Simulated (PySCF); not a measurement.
1-ethenoxypropa-1,2-diene (C₅H₆O), SMILES C=C=COC=C. Geometry: PBE-D3(BJ)/def2-SVP. Other conformers were not sampled.

Computed equilibrium geometry at PBE-D3(BJ)/def2-SVP (PySCF confirms it by a frequency run) as Cartesian coordinates in Å (one conformer of several):
```xyz
12

C      2.7667     0.7113     0.6290
C      1.6130     0.2960     0.1521
C      0.4770    -0.1336    -0.3694
O     -0.4867    -0.7761     0.3816
C     -1.7956    -0.5681     0.0503
C     -2.2991     0.3941    -0.7457
H      3.6353     0.0333     0.7191
H      2.9142     1.7537     0.9656
H      0.2585    -0.0518    -1.4514
H     -2.4273    -1.3199     0.5498
H     -1.6774     1.1765    -1.2038
H     -3.3815     0.4189    -0.9299
```
Charge 0, spin multiplicity 1.
